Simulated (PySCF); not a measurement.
SCF from a fresh guess for singlet TaSF3, at the PBE0 minimum. PySCF input:

```python
from pyscf import gto, scf, dft
mol = gto.M(atom='''
Ta     0.000000     0.115834     0.071260
S     -0.000002    -1.714256    -1.054593
F      0.004150     1.526790    -1.150287
F      1.539226     0.126091     1.126565
F     -1.543374     0.129859     1.120446''',
    basis={'Ta': 'def2-SVP', 'S': 'def2-SVP', 'F': 'def2-SVP'},
    ecp={'Ta': 'def2-SVP'},
    charge=0, spin=0)
mf = dft.RKS(mol, xc='PBE0')
mf.grids.atom_grid = (50, 194)
aux = {'Ta': 'def2-universal-JKFIT', 'S': 'def2-universal-JKFIT', 'F': 'def2-universal-JKFIT'}
mf = mf.density_fit(auxbasis=aux)
mf.conv_tol = 1e-08
mf.diis_space = 10
mf.max_cycle = 60
mf.init_guess = 'minao'
mf.verbose = 4
mf.kernel()
```

Excerpt of the output (cycles and frontier levels):

```
init E= -741.321651325576
  HOMO = -0.536712464474875  LUMO = -0.394011693235981  gap/eV = 3.88309
cycle= 1 E= -753.869357797981  delta_E= -12.5  |g|= 1.16  |ddm|= 7.94
  HOMO = -0.259351437006677  LUMO = 0.017136180491678  gap/eV = 7.52361
cycle= 2 E= -753.455398238146  delta_E= 0.414  |g|= 1.58  |ddm|= 2.82
  HOMO = -0.28264993108835  LUMO = -0.0692068990253691  gap/eV = 5.80808
cycle= 3 E= -754.20689578453  delta_E= -0.751  |g|= 0.143  |ddm|= 1.96
  HOMO = -0.323220990130305  LUMO = -0.0850382114664753  gap/eV = 6.48128
cycle= 4 E= -754.2072071853  delta_E= -0.000311  |g|= 0.14  |ddm|= 0.33
  HOMO = -0.311006524950995  LUMO = -0.0866894166619239  gap/eV = 6.10398
cycle= 5 E= -754.212581570045  delta_E= -0.00537  |g|= 0.0466  |ddm|= 0.169
  HOMO = -0.308285577240157  LUMO = -0.0822407107291311  gap/eV = 6.15099
cycle= 6 E= -754.212998237192  delta_E= -0.000417  |g|= 0.0102  |ddm|= 0.0422
  HOMO = -0.309358479590452  LUMO = -0.0827177105448845  gap/eV = 6.16721
cycle= 7 E= -754.213020459997  delta_E= -2.22e-05  |g|= 0.00159  |ddm|= 0.0086
  HOMO = -0.309380144281308  LUMO = -0.0827727268879798  gap/eV = 6.16630
cycle= 8 E= -754.213021052178  delta_E= -5.92e-07  |g|= 0.000717  |ddm|= 0.00197
  HOMO = -0.309338117746349  LUMO = -0.0827932238461382  gap/eV = 6.16460
cycle= 9 E= -754.213021226585  delta_E= -1.74e-07  |g|= 8.49e-05  |ddm|= 0.000976
  HOMO = -0.309334576478957  LUMO = -0.0827981395508049  gap/eV = 6.16437
cycle= 10 E= -754.213021229119  delta_E= -2.53e-09  |g|= 4.33e-05  |ddm|= 0.000178
  HOMO = -0.309336899565739  LUMO = -0.0827933548374109  gap/eV = 6.16456
Extra cycle  E= -754.213021227684  delta_E= 1.44e-09  |g|= 9.02e-05  |ddm|= 0.000107
converged SCF energy = -754.213021227684
```

No lower solution of this spin was found by a stability analysis within the restricted form, which does not test spin polarisation.

Stability towards spin polarisation was not tested. With an element this heavy the missing spin–orbit coupling can shift these numbers.

The search for the lowest solution, with the stability check, took 6 s on 2 threads of a shared Arm Neoverse N1 host, with 92 basis functions; the process peaked at 0.39 GiB.
